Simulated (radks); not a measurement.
The numbers below are computed, except where a source is named.
Task: These are the eigenvalues of the occupied orbitals of an atom or ion with whole-number occupations (eV). Code: a radial shooting solver on a logarithmic mesh with Libxc functionals. Model: non-relativistic Kohn-Sham, LB94 model potential, spin-polarised, spherical densities, point nucleus.

1s down: -83084.07
1s up: -83083.81
2s up: -15603.55
2s down: -15601.17
2p up: -15108.64
2p down: -15107.41
3s down: -5118.239
3s up: -5118.035
3p up: -4885.676
3p down: -4885.003
3d up: -4454.601
3d down: -4451.798
4s up: -2330.647
4s down: -2322.249
4p up: -2226.363
4p down: -2218.143
4d up: -2039.235
4d down: -2031.952

Which element is it, and in what charge state? The configuration may be excited. Open shells, if any, are filled with parallel spins first.

Result: Z = 83, bismuth, charge +41: Bi41+ in [Kr] 4d6. The list shows which subshells hold electrons but not how many an open one holds; the 1s level, -3053.3 hartree, gives Z - s = 78.1 by -(Z - s)^2/2, which with screening narrows Z to a few neighbours, and the depths of the outer levels then fix element, charge and occupations together.
